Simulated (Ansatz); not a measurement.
One change: `C#C[O][SnH2][NH2]` becomes `C#COC[SiH3]`.

Ansatz, PBE0-D4/def2-TZVP geometries, multiplicity 1. Each molecule was computed in one conformer, which needn't be the lowest.

Elements past krypton have def2 core potentials.

```
                                          property  `C#C[O][SnH2][NH2]`
             LUMO energy (ωB97M-V/def2-TZVPP) / eV                 1.00
           HOMO–LUMO gap (ωB97M-V/def2-TZVPP) / eV                 9.85
                 HOMO energy (PBE/def2-TZVPP) / eV                -5.32
                HOMO energy (PBE0/def2-TZVPP) / eV                -6.58
size of the dipole moment (ωB97M-V/def2-TZVPP) / D                 2.81
  size of the dipole moment (B3LYP/def2-TZVPP) / D                 2.79
```

(1) Give the same properties after the change, and the shifts. (Best estimate.)

Results:

(1) Ansatz gave: 
```csv
property,`C#COC[SiH3]`,shift
LUMO energy (ωB97M-V/def2-TZVPP) / eV,1.91,0.91
HOMO–LUMO gap (ωB97M-V/def2-TZVPP) / eV,11.15,1.30
HOMO energy (PBE/def2-TZVPP) / eV,-5.73,-0.41
HOMO energy (PBE0/def2-TZVPP) / eV,-7.00,-0.42
size of the dipole moment (ωB97M-V/def2-TZVPP) / D,1.75,-1.06
size of the dipole moment (B3LYP/def2-TZVPP) / D,1.75,-1.04
```

With PBE0 the HOMO falls by 0.42 eV and the LUMO rises by 0.98 eV, so the gap widens by about 1.40 eV. PBE moves the HOMO by -0.41 eV and ωB97M-V by -0.39 eV. Dipoles are sizes alone; their direction can turn.

B3LYP here is the variant with VWN-RPA as its local correlation; programs differ in this.
